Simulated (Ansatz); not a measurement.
`C[N](C)[AlH][Cl]` + H₂O → `[OH][AlH][Cl]` + dimethylamine at 298.15 K and 1 bar (formal hydrolysis of the Al–N bond).

Program: Ansatz. Geometries: PBE0-D4/def2-TZVP. ΔE: electronic, gas phase. CCSD(T)/CBS is the MP2 limit (def2-TZVPP, def2-QZVPP) plus CCSD(T) − MP2 in def2-TZVPP, frozen cores. This one scheme is used for every species. One conformer a species, not always the lowest.

| species | CCSD(T)/CBS energy (Eh) | H − E (kJ/mol) | S (J/(mol·K)) |
| --- | --- | --- | --- |
| `C[N](C)[AlH][Cl]` | -836.90351 | 261.1 | 354.4 |
| H₂O | -76.37941 | 66.4 | 188.7 |
| `[OH][AlH][Cl]` | -778.29577 | 72.5 | 288.8 |
| `CNC` | -135.00321 | 256.9 | 271.4 |

H − E and S are ideal-gas, rigid-rotor, harmonic terms from PBE0-D4/def2-TZVP, for one conformer and one mirror image of each species. 1 Eh = 2625.50 kJ/mol, R = 8.31446 J/(mol·K).

Task: By hand: ΔE, ΔH, ΔS and ΔG.

Result: ΔE = (-778.29577) + (-135.00321) − (-836.90351) − (-76.37941) = -0.01606 Eh = -42.2 kJ/mol. Δ(H − E) = 72.5 + 256.9 − 261.1 − 66.4 = 1.9, so ΔH = -40.3 kJ/mol. ΔS = 288.8 + 271.4 − 354.4 − 188.7 = 17.1 J/(mol·K). ΔG = -40.3 − 298.15 × (17.1)/1000 = -45.4 kJ/mol.

Task: By hand: the equilibrium constant, and the temperature at which ΔG would vanish if ΔH and ΔS stayed fixed.

Result: log₁₀ K = −ΔG/(RT ln 10) = 8.0. ΔH and −TΔS have one sign here, so there is no such temperature.

ΔH outweighs TΔS. A doubt of 5 kJ/mol in ΔE shifts log₁₀ K by 0.9 here. Other conformers and mirror images would add mixing entropy, several J/(mol·K) or more a flexible species. These are equilibria of isolated gas molecules and say nothing of rates. Largest T1 diagnostic: 0.011 (customary marks: 0.02 for closed shells, 0.045 for open ones).
